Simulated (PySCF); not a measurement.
Species: C6H9N2 (doublet state).
Structure used (GFN2-xTB), in Å, numbered top down from 1:
```
atom  x, y, z in Å
C1    -2.0384    1.2859    0.1517
C2    -1.0337    0.2066    0.1757
C3    -1.7070   -1.1799    0.0039
N4    -0.1475    0.3822   -0.9438
C5     1.0957    0.3025   -0.8748
C6     1.9486    0.0232    0.3573
C7     3.3319   -0.1390    0.0050
N8     4.4261   -0.2702   -0.2993
H9    -2.6009    1.5174    1.0338
H10   -2.2622    1.7785   -0.7721
H11   -0.5187    0.2000    1.1540
H12   -2.4351   -1.3345    0.7948
H13   -0.9574   -1.9673    0.0452
H14   -2.2064   -1.2189   -0.9595
H15    1.6430    0.4532   -1.7996
H16    1.8550    0.8587    1.0602
H17    1.6000   -0.8865    0.8575
```

The hyperfine couplings belong to this conformer and change with its torsions.

As a line formula: `C(=N/[C@H](C)[CH2])/CC#N` [radical].

Theory: PySCF, UKS B3LYP, pcH-1 on C H N, non-relativistic, mean-field spin-orbit, GIAO. One conformer (not necessarily the lowest) at the GFN2-xTB geometry, without solvent, vibrations or thermal averaging. Couplings are sensitive to structure, and on GFN2-xTB geometries they can be far from those on DFT ones. Stability of the SCF solution: not tested.

Principal values of hyperfine tensors in MHz (contact and dipolar terms together), for some of the nuclei:

```csv
atom,isotope,A1,A2,A3
C1,13C,9.96,10.43,254.43
H10,1H,-104.48,-65.01,-25.20
H9,1H,-102.93,-63.68,-23.61
H11,1H,50.79,51.84,66.16
C2,13C,-37.18,-35.30,-32.64
H13,1H,18.64,20.53,27.77
N4,14N,3.73,4.33,5.72
H14,1H,-9.95,-6.36,3.86
```

Problem. Split each tensor into its isotropic and traceless parts, and turn a_iso into mT with g = 2.0026.

Solution. a_iso is a third of the trace, T = A − a_iso, and a(mT) = a(MHz)/(g × 13.996).

```
atom  a_iso (MHz)  a_iso (mT)      T1      T2      T3
  C1        91.61       3.268  -81.65  -81.18  162.82
 H10       -64.90      -2.316  -39.58   -0.11   39.70
  H9       -63.41      -2.262  -39.52   -0.28   39.80
 H11        56.27       2.007   -5.47   -4.42    9.90
  C2       -35.04      -1.250   -2.14   -0.26    2.40
 H13        22.31       0.796   -3.67   -1.78    5.45
  N4         4.60       0.164   -0.86   -0.26    1.13
 H14        -4.15      -0.148   -5.80   -2.21    8.01
```

Problem. What spin density at the nucleus of H11 lies behind its contact coupling (g_N = 5.58569)?

Solution. a_FC = (2μ0/3) gₑ μB g_N μN ρ(0)/(2S·h) = 800.24 MHz × g_N × ρ(0)/(2S), with ρ in bohr⁻³. With a_FC = 56.27 MHz and 2S = 1, ρ(0) = 0.01259 bohr⁻³. In magnitude that is 4.0 % of the 1/π = 0.318 of a free hydrogen atom.

Problem. C3 (13C, g_N = 1.40482) isn't in the table. Its spin density at the nucleus is 0.07909 bohr⁻³. What is its contact coupling?

Solution. By the same relation, a_FC = 88.9 MHz. Its full tensor has the principal values 82.90, 83.02, 100.81 MHz.

Problem. Name the largest traceless tensor T of the table and describe it.

Solution. C1: -81.6, -81.2, 162.8 MHz, axial, in the ratio −1:−1:+2, the form that spin in one p orbital centred on that nucleus gives.

Problem. In a single crystal, with the field along each principal axis of the tensor of C1 in turn, what first-order splitting does this nucleus give (isotropic g, quadrupole terms neglected)?

Solution. 2 lines (I = 1/2), spaced by |A_i|/(g × 13.996): 0.36, 0.37, 9.08 mT along the axes of A1, A2 and A3.

Hardware: one thread, Arm Neoverse V1 (aarch64), shared host with 32 logical CPUs at a one-minute load of 30. Cost: 92 s of wall time (with the writing of density and orbital grids), 0.96 GiB resident at most.
